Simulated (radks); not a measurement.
The numbers below are computed, except where a source is named.
How relativity changes the ionisation of neutral cadmium ([Kr] 4d10 5s2) to Cd+ ([Kr] 4d10 5s1). Spin-unpolarised spherical Kohn-Sham, PBE, point nucleus unless stated (finite: rms radius 4.6087 fm), a radial shooting solver on a logarithmic mesh with Libxc functionals. A level marked "c x" has the speed of light scaled by that factor.

level,E(Cd) (hartree),E(Cd+) (hartree),IE (eV),HOMO,<r> HOMO (bohr)
non-rel.,-5467.05158,-5466.73070,8.732,5s,3.033
scalar-rel.,-5594.65385,-5594.31308,9.273,5s,2.899
"scalar-rel., finite nucleus",-5594.52756,-5594.18681,9.272,5s,2.899
Dirac,-5596.03519,-5595.69438,9.274,5s1/2,2.900
"Dirac, finite nucleus",-5595.90857,-5595.56777,9.274,5s1/2,2.900
"Dirac, c x 0.75",-5708.60094,-5708.24091,9.797,5s1/2,2.788
"Dirac, c x 5",-5471.91729,-5471.59570,8.751,5s1/2,3.028
"Dirac, c x 100",-5467.06372,-5466.74283,8.732,5s1/2,3.033

NIST Atomic Spectra Database: 8.994 eV (measured). The relativistic part of the total energy of Cd is -128.9 hartree (Dirac, finite nucleus), 2.4 % of the non-relativistic value. Spin polarisation and multiplet splitting of open shells are left out at every level.

Beside tabulated values, note that relativity, absent from the non-relativistic runs, is large for the heavy elements, and spin-unpolarised runs miss the spin-polarisation part of the exchange energy of open shells.
